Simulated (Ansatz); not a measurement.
Start from `FC1=C[SiH2]1` and change one atom or group to get `C1=C[SiH2]1`.

Ansatz, PBE0-D4/def2-TZVP geometries, multiplicity 1. 

```json
{"property": "size of the dipole moment (ωB97M-V/def2-TZVPP) / D", "`FC1=C[SiH2]1`": "1.37"}
{"property": "HOMO–LUMO gap (PBE0/def2-TZVPP) / eV", "`FC1=C[SiH2]1`": "7.71"}
{"property": "HOMO energy (ωB97M-V/def2-TZVPP) / eV", "`FC1=C[SiH2]1`": "-10.25"}
{"property": "HOMO energy (B3LYP/def2-TZVPP) / eV", "`FC1=C[SiH2]1`": "-7.83"}
{"property": "LUMO energy (PBE0/def2-TZVPP) / eV", "`FC1=C[SiH2]1`": "-0.36"}
{"property": "LUMO energy (PBE/def2-TZVPP) / eV", "`FC1=C[SiH2]1`": "-1.20"}
```

Question: Give the same properties after the change, and the shifts. (Estimate.)

Answer: Ansatz gave: 
| property | `C1=C[SiH2]1` | shift |
| --- | --- | --- |
| size of the dipole moment (ωB97M-V/def2-TZVPP) / D | 0.37 | -1.00 |
| HOMO–LUMO gap (PBE0/def2-TZVPP) / eV | 7.23 | -0.48 |
| HOMO energy (ωB97M-V/def2-TZVPP) / eV | -9.64 | 0.61 |
| HOMO energy (B3LYP/def2-TZVPP) / eV | -7.28 | 0.55 |
| LUMO energy (PBE0/def2-TZVPP) / eV | -0.26 | 0.10 |
| LUMO energy (PBE/def2-TZVPP) / eV | -1.36 | -0.16 |

With PBE0 the HOMO rises by 0.58 eV and the LUMO rises by 0.10 eV, so the gap narrows by about 0.48 eV. PBE moves the HOMO by 0.53 eV and ωB97M-V by 0.61 eV. Dipoles are sizes alone; their direction can turn.

B3LYP here is the variant with VWN-RPA as its local correlation; programs differ in this.
